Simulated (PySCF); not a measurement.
1-fluorocyclopentene (C5H7F), SMILES FC1=CCCC1. Atoms are numbered in the order given.

```xyz
13

F      1.9575    -0.7541     0.2770
C      0.6986    -0.3385     0.1187
C     -0.3848    -1.1132     0.0825
C     -1.6219    -0.2530    -0.0432
C     -1.0540     1.1331    -0.4431
C      0.4171     1.1349     0.0224
H     -0.3805    -2.2000     0.1851
H     -2.1617    -0.2090     0.9207
H     -2.3396    -0.6353    -0.7872
H     -1.6357     1.9694    -0.0282
H     -1.0810     1.2278    -1.5402
H      1.0993     1.6442    -0.6768
H      0.5519     1.6097     1.0110
```

Coordinates come from a ωB97X-D3(BJ)/def2-SVP optimisation. Other conformers were not sampled.

Two levels are set side by side: PBE/pcSseg-1 (PySCF) and KT2/pcSseg-1 (PySCF). GIAO shifts against CFCl3 (¹⁹F), TMS (¹H), TMS (¹³C) at the same level; non-relativistic, no solvent, atoms listed together averaged. Differences are taken from unrounded values.

```json
[
 {"quantity": "δ(¹⁹F) of F1 (ppm)", "KT2": "-148.6", "PBE": "-134.5", "PBE minus KT2": "14.1"},
 {"quantity": "δ(¹³C) of C2 (ppm)", "KT2": "166.5", "PBE": "174.5", "PBE minus KT2": "8.0"},
 {"quantity": "δ(¹³C) of C3 (ppm)", "KT2": "100.9", "PBE": "107.9", "PBE minus KT2": "7.1"},
 {"quantity": "δ(¹³C) of C4 (ppm)", "KT2": "33.8", "PBE": "34.9", "PBE minus KT2": "1.1"},
 {"quantity": "δ(¹³C) of C5 (ppm)", "KT2": "27.3", "PBE": "27.9", "PBE minus KT2": "0.5"},
 {"quantity": "δ(¹³C) of C6 (ppm)", "KT2": "34.8", "PBE": "36.4", "PBE minus KT2": "1.7"},
 {"quantity": "δ(¹H) of H7 (ppm)", "KT2": "5.24", "PBE": "5.27", "PBE minus KT2": "0.03"},
 {"quantity": "δ(¹H) of H10, H11 (ppm)", "KT2": "2.16", "PBE": "2.16", "PBE minus KT2": "0.00"}
]
```

Rough cost on one machine, each run with all the roots and properties that it gave: KT2 against PBE within a factor of 2.
